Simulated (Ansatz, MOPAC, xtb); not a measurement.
Diatomic VF, multiplicity 5 (lowest of 2S+1 = 1, 3, 5, 7 at CCSD(T)/def2-TZVPP on PBE0 minima; our sources give no spin for the ground state, which may be another). No spin–orbit coupling. V is treated without relativity. The T1 diagnostic near the minimum is 0.056, so single-reference values are doubtful.

Seven points along R, fitted to fifth degree in 1/R; most abundant isotopes. Runs in def2 and cc sets follow the lowest solution found near the PBE0 minimum.

Correlated levels freeze the inner cores; with def2 sets outer-core shells near the valence are correlated too. The state that PM7 reach isn't checked; PM7 holds dispersion and hydrogen-bond terms.

Run with Ansatz (Gaussian orbitals); MOPAC for PM7 (differences of heats of formation); xtb for the GFN methods. Values without a source in brackets are computed. The GFN methods have no spin term and hold the electronic entropy of 300 K.

| level | r_e (Å) | ω_e (cm⁻¹) | ω_e x_e (cm⁻¹) | dipole (D) |
|---|---|---|---|---|
| PM7 | 1.827 | ___ | 2.4 | - |
| GFN2-xTB | 1.732 | 523 | 2.5 | - |
| PBE/def2-TZVPP | 1.775 | 671 | 3.7 | 3.01 |
| r2SCAN/def2-TZVPP | 1.776 | 678 | 3.7 | 3.12 |
| B97M-V/def2-TZVPP | 1.783 | 672 | 3.7 | 3.07 |
| BHLYP/def2-TZVPP | 1.796 | 667 | 3.5 | 3.36 |
| CCSD/def2-TZVPP | 1.791 | 674 | 3.5 | - |
| CCSD(T)/def2-TZVPP | ___ | ___ | 3.6 | - |

**Question.** What belongs in the gaps?

**Answer.** 
- CCSD(T)/def2-TZVPP, r_e (Å): 1.784
- CCSD(T)/def2-TZVPP, ω_e (cm⁻¹): 682
- PM7, ω_e (cm⁻¹): 614

Doubts at one or more of the structures used: T1 above 0.05 (CCSD/def2-TZVPP, CCSD(T)/def2-TZVPP).

Ansatz is a program for electronic structure.
